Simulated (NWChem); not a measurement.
Species: C₅H₅ cation

```xyz
10

C     -0.9433    -0.1534     0.3769
C     -0.4110    -1.2681    -0.0871
C      0.9313    -0.6772    -0.0648
C      0.8709     0.7013    -0.0733
C     -0.5453     1.1983    -0.0264
H     -0.7504    -2.2891    -0.2689
H      1.8287    -1.2600     0.1709
H      1.7053     1.3413     0.2336
H     -1.0109     1.4541    -0.9940
H     -0.6739     2.0207     0.6931
```
Atoms are numbered in this order, from 1.

All runs: NWChem. All runs use the structure optimised with PBE0/def2-SVP. GIAO values for the isolated, static molecule; σ is the absolute isotropic shielding, δ = σ(reference) − σ with the isolated reference molecule computed at the same levels (13C: tetramethylsilane, 1H: tetramethylsilane).

Task: What does the run give for KT2/pcSseg-1? Quantities: δ C1 (ppm); δ C4 (ppm); δ C5 (ppm); δ H6 (ppm); δ H8 (ppm); δ H9 (ppm); δ H10 (ppm).

Result: 
```yaml
"δ C1 (ppm)": 246.5
"δ C4 (ppm)": 135.7
"δ C5 (ppm)": 55.0
"δ H6 (ppm)": 8.13
"δ H8 (ppm)": 6.94
"δ H9 (ppm)": 6.88
"δ H10 (ppm)": 4.54
```
